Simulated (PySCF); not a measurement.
Two species compared at the same levels of theory.

First species: C₄H₆F₆P₂.
Structure used (GFN2-xTB), in Å, numbered top down from 1:
```xyz
18
C4H6F6P2 angstrom
C      1.9601    1.2084    0.3503
P      0.7104   -0.0807    0.7992
C      1.5719   -1.5544    0.0802
P     -0.6383    0.2797   -0.9013
C     -1.7764   -1.1796   -0.5178
F     -1.7415   -1.6040    0.7513
F     -3.0488   -0.9147   -0.8138
F     -1.4011   -2.2216   -1.2764
C     -1.6924    1.5438    0.0284
F     -2.1201    1.1388    1.2265
F     -2.7667    1.8982   -0.6806
F     -0.9717    2.6584    0.2284
H      2.2947    1.1094   -0.6801
H      1.5424    2.2005    0.5066
H      2.8120    1.0877    1.0170
H      2.4382   -1.7664    0.7047
H      1.9031   -1.3757   -0.9413
H      0.9155   -2.4216    0.1071
```

Second species: 2,2-dichloroethanol, C2H4Cl2O.
Atom-mapped SMILES: `[OH:1][CH2:2][CH:3]([Cl:4])[Cl:5]` (hydrogens: H6 on O1; H7, H8 on C2; H9 on C3)

Levels: PBE0/pcSseg-1 for dipole moment, HOMO energy, LUMO energy and HOMO–LUMO gap; GFN2-xTB for rotational constant A and rotational constant C. Geometries: GFN2-xTB. Each structure is a single optimised conformer of the isolated species, non-relativistic unless stated; the electronic structure was computed with PySCF and density fitting.

The conformers computed, where there is a choice (atom-mapped SMILES and torsion angles):
- `[CH3:1][P:2]([CH3:3])[P:4]([C:5]([F:6])([F:7])[F:8])[C:9]([F:10])([F:11])[F:12]`: C1–P2–P4–C5 174°, P2–P4–C5–F6 22°, P2–P4–C9–F10 -50°
- `[OH:1][CH2:2][CH:3]([Cl:4])[Cl:5]`: O1–C2–C3–Cl4 175°, H–O1–C2–C3 60°

Values for the first species:

- Dipole moment: 3.41 D
- HOMO energy: -7.17 eV
- LUMO energy: -0.84 eV
- HOMO–LUMO gap: 6.33 eV
- Rotational constant A: 0.813 GHz
- Rotational constant C: 0.482 GHz

Question: Estimate the same properties for the second species, and the change in each.

Answer: 
| property | first | second | second less first |
| --- | --- | --- | --- |
| dipole moment | 3.41 D | 0.45 D | -2.96 D |
| HOMO energy | -7.17 eV | -8.45 eV | -1.28 eV |
| LUMO energy | -0.84 eV | -0.10 eV | +0.74 eV |
| HOMO–LUMO gap | 6.33 eV | 8.35 eV | +2.02 eV |
| rotational constant A | 0.813 GHz | 3.817 GHz | +3.004 GHz |
| rotational constant C | 0.482 GHz | 1.533 GHz | +1.051 GHz |

On the first: The dipole equals about 11.4 × 10⁻³⁰ C·m (1 D = 3.33564 × 10⁻³⁰ C·m).

On the second: The dipole matches unit charges of opposite sign 0.09 Å apart (1 e·Å = 4.8032 D).
